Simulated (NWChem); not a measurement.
# GeHCl3; SMILES [Cl][GeH]([Cl])[Cl]

Results from NWChem. Pople sets run with spherical d functions. Medium grid unless said otherwise, to which SCAN and Minnesota functionals are sensitive. Geometry: optimised at PBE0/def2-SVP. Level r2SCAN/6-31G*: energy and gradient; each run changes one setting, and changes count from the defaults (medium grid, exact Coulomb integrals, symmetry on).

Problem. Which setting moves the energy most, and by about how much (extra-fine grid; Coulomb fitting, Weigend set; defaults; Becke weights; symmetry off)?

Solution. Coulomb fitting, Weigend set, by about 400 μHa.
```csv
setting,size of the energy change (μHa),largest change of a gradient component (μHa/bohr),"time, defaults = 1 (rough)"
defaults,< 10,< 30,about 1
Becke weights,20,300,about 1
extra-fine grid,60,200,about 1
"Coulomb fitting, Weigend set",400,100,0.3
symmetry off,< 10,other frame,2
```
